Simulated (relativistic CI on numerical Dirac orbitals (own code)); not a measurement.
# Ag3+: M2,3 absorption edge

Computed with this model: Dirac-Coulomb-Breit CI, KLI orbitals optimised for each configuration, a model potential for QED, multiplet model of core-to-valence dipole absorption, unscaled Slater integrals; configurations [Kr] 4d8 → [Ne] 3s2 3p5 3d10 4s2 4p6 4d9; 10 K; Lorentzian 3 eV and Gaussian 0.4 eV FWHM. Energies are those of the free ion, without screening or charge transfer. The branching ratio is the share of the lower-energy edge in the whole absorption, uncertain by about 0.02 where the edges overlap. S is read from ⟨S²⟩ = S(S + 1).

Field parameters in Wybourne normalisation: Oh B⁴₀ = 21Dq, B⁴₄ = √(5/14) B⁴₀. The field is a parameter set, without covalency.

free ion: ground-state S = 1.00, centroid 575.44 eV, branching ratio 0.958. Peaks (eV, height): 574.0 (100).

Oh, 10Dq = 6000 cm⁻¹: ground-state S = 1.00, centroid 578.40 eV, branching ratio 0.877. Peaks (eV, height): 574.5 (100), 606.0 (14).

Oh, 10Dq = 13500 cm⁻¹: ground-state S = 1.00, centroid 580.87 eV, branching ratio 0.817. Peaks (eV, height): 575.0 (100), 607.0 (23).

Oh, 10Dq = 21000 cm⁻¹: ground-state S = 1.00, centroid 582.24 eV, branching ratio 0.792. Peaks (eV, height): 575.5 (100), 607.5 (27).

Oh, 10Dq = 28550 cm⁻¹: ground-state S = 1.00, centroid 583.25 eV, branching ratio 0.778. Peaks (eV, height): 576.0 (100), 608.0 (30).

Oh, 10Dq = 36050 cm⁻¹: ground-state S = 1.00, centroid 584.09 eV, branching ratio 0.769. Peaks (eV, height): 576.5 (100), 608.5 (32).

The statistical ratio of this edge is 2/3 = 0.667. Values above it arise where the holes sit mainly in the j = l + 1/2 valence subshell or the ground state has high spin; values below it where core-valence Coulomb terms move weight to the upper edge, as in nearly empty shells.

Strongest unbroadened transitions for Oh, 10Dq = 21000 cm⁻¹:

| Energy (eV) | Relative strength |
| --- | --- |
| 575.31 | 52.1 |
| 575.39 | 100.0 |
| 575.74 | 23.1 |
| 575.84 | 43.2 |
| 575.89 | 53.2 |
| 576.64 | 9.4 |
| 577.86 | 0.1 |
| 578.06 | 1.5 |
| 578.09 | 0.7 |
| 578.44 | 0.0 |
| 579.08 | 0.2 |
| 579.31 | 0.2 |
| 579.47 | 0.0 |
| 607.18 | 24.1 |
| 607.23 | 13.5 |
| 607.44 | 37.0 |
| 609.68 | 0.0 |
| 610.34 | 0.1 |
